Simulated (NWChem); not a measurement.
# CH$_{5}$AgO$_{2}$; SMILES [OH2]->[Ag][O]C

```xyz
9

Ag     0.0577    -0.2685     0.0001
O      0.5118     1.6688    -0.0006
C     -0.4704     2.6348     0.0004
H     -1.1406     2.6172     0.8911
H     -0.0022     3.6437     0.0002
H     -1.1422     2.6175    -0.8891
O     -0.2413    -2.4496     0.0005
H      0.1219    -2.9105     0.7662
H      0.1080    -2.9089    -0.7727
```
Atoms are numbered in this order, from 1.

Program: NWChem. Structure relaxed at the PBE0/def2-SVP level. No frequency run checked for a minimum. def2 effective core potentials on Ag; no spin-orbit coupling. Hybrids' shares of exact exchange are those that their runs print; pure functionals count as 0. The functionals differ in more than this share.

```csv
row,share of exact exchange,highest occupied level (eV)
PBE/def2-SVP,0.00,-4.02
RPBE/def2-SVP,0.00,-3.97
B3LYP/def2-SVP,0.20,-5.16
PBE0/def2-SVP,0.25,withheld
BHandHLYP/def2-SVP,0.50,-6.68
```

Fit a straight line of the last column on the one before it, predict the withheld value, and compare with the run.


1. Means of the 4 shown rows: x = 0.175, y = -4.957. Slope Σ(x − x̄)(y − ȳ)/Σ(x − x̄)² = -0.9017/0.1675 = -5.384; intercept -4.015.
2. The shown rows scatter about the line by 0.043 (root mean square); the largest residual is -0.07, at B3LYP/def2-SVP.
3. At x = 0.25 (PBE0/def2-SVP; inside the shown range) the line gives -5.36.
4. The run gives -5.34, +0.02 from the line, 0.5 times the scatter.
